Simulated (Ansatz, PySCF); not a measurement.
Lewis adduct: BH3 (SMILES B) (first 4 atoms) with H2O (SMILES O); geometry from B3LYP-D3(BJ)/def2-TZVP, rigid monomers moved along the line of their centres of mass till B1···O5 is 3.11 Å.
(charge 0, multiplicity 1):
```xyz
7

B      0.2106     0.2493     0.7896
H      0.6172    -0.7672     0.2870
H     -0.8529     0.6372     0.3940
H      1.0372     1.0909     1.0056
O     -0.4985    -0.6834     3.6732
H     -1.1534    -1.3925     3.6291
H      0.2909    -1.0460     4.0963
```

Quantity: the interaction energy.

Monomers are frozen at their geometry in the pair; levels with a basis set take the counterpoise correction.

Cores are frozen in the correlated methods. CBS: X⁻³ extrapolation of the correlation energy, Hartree–Fock from the larger set.

The values were computed with Ansatz (Gaussian orbitals); PySCF for the dispersion terms. Values without a source in brackets are computed.

Costs are ratios of core time to PBE/def2-TZVPPD (roughly 1.9 s), for whole runs (searches for the state included, and forces where a run took them) on one shared machine, so rough; each difference counts from -16.3 kJ/mol (CCSD(T)/CBS(aug-cc-pVDZ, aug-cc-pVTZ), a level with limits of its own).

A star marks coupled-cluster runs past 200 virtual orbitals, where the program's memory plan changes under this machine's limit, so their costs aren't comparable with smaller runs.

```csv
level,basis functions,cost,difference (kJ/mol)
PBE/def2-TZVPPD,162,×1,-0.9
PBE-D3(BJ)/def2-TZVPPD,162,×1,-2.5
PBE0/def2-TZVPPD,162,×1,0.5
PBE0-D3(BJ)/def2-TZVPPD,162,×1,-1.1
B3LYP/def2-TZVPPD,162,×1,1.9
B3LYP-D3(BJ)/def2-TZVPPD,162,×1,-0.6
r2SCAN/def2-TZVPPD,162,×2,-1.6
r2SCAN-D3(BJ)/def2-TZVPPD,162,×2,-2.3
wB97X-V/def2-TZVPPD,162,×3,-0.8
CCSD(T)/aug-cc-pVDZ,91,×3,0.2
wB97M-V/def2-TZVPPD,162,×4,-0.6
CCSD(T)/aug-cc-pVTZ,207,×200*,0.1
```

With a budget of 30 times the cost of PBE/def2-TZVPPD, the closest level: CCSD(T)/aug-cc-pVDZ, at 0.2 kJ/mol; next is PBE0/def2-TZVPPD at 0.5 kJ/mol.

Ansatz is a first-principles code.
